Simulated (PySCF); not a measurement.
disilicic acid (H6O7Si2), SMILES O[Si](O)(O)O[Si](O)(O)O.

Coordinates come from a PBE0-D3(BJ)/def2-SVP optimisation. One conformer was computed; it need not be the lowest.

These are PySCF with TDA-LC-ωPBE/def2-SVPD values and carry that method's errors.

Vertical excitations. Isolated molecule, no solvent.

Computed lowest excited states:
```
state  energy (eV)  λ (nm)      f                                                               main pairs
-----  -----------  ------  -----  -----------------------------------------------------------------------
S1            8.53     145  0.015                                         HOMO→LUMO 44 %, HOMO→LUMO+1 28 %
S2            8.66     143  0.009                                                         HOMO−2→LUMO 56 %
S3            8.78     141  0.030                 HOMO−1→LUMO 40 %, HOMO−1→LUMO+1 10 %, HOMO−4→LUMO+1 10 %
S4            8.90     139  0.012  HOMO−1→LUMO+1 23 %, HOMO−4→LUMO 19 %, HOMO−3→LUMO 13 %, HOMO−5→LUMO 6 %
S5            9.18     135  0.091   HOMO−4→LUMO 11 %, HOMO−5→LUMO+1 10 %, HOMO−5→LUMO 9 %, HOMO→LUMO+4 9 %
S6            9.24     134  0.051   HOMO−2→LUMO+2 22 %, HOMO−7→LUMO 17 %, HOMO−3→LUMO 8 %, HOMO−6→LUMO 7 %
T1            8.16     152      0                                         HOMO→LUMO 34 %, HOMO→LUMO+1 25 %
T2            8.24     151      0                                                         HOMO−2→LUMO 50 %
```
Triplets are in the Tamm–Dancoff approximation.
